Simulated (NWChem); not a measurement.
# AlNH2F2; SMILES [F][Al]([F])[NH2]

```xyz
6

Al    -0.0004    -0.0353     0.0000
F     -1.4295    -0.8694     0.0000
F      1.4099    -0.9007     0.0000
N      0.0195     1.7134     0.0000
H      0.8593     2.2796     0.0000
H     -0.8066     2.2995     0.0000
```
Atoms are numbered in this order, from 1.

Program: NWChem. Pople sets run with spherical d functions. All runs use the structure optimised with PBE0/def2-SVP. Atomic charges in e: unrestrained fits to the electrostatic potential beside Mulliken populations; buried atoms are poorly determined by the fit.

Problem. What does the run give for Hartree-Fock/6-31G*? Quantities: ESP Al1; Mulliken Al1; ESP F2; Mulliken F2; ESP F3; Mulliken F3; ESP N4; Mulliken N4; relative RMS misfit of the potential (%).

Solution. 
```
Property                                  Result
----------------------------------------  ------
ESP Al1                                     1.54
Mulliken Al1                                1.53
ESP F2                                     -0.53
Mulliken F2                                -0.61
ESP F3                                     -0.53
Mulliken F3                                -0.61
ESP N4                                     -1.35
Mulliken N4                                -1.09
relative RMS misfit of the potential (%)      16
```
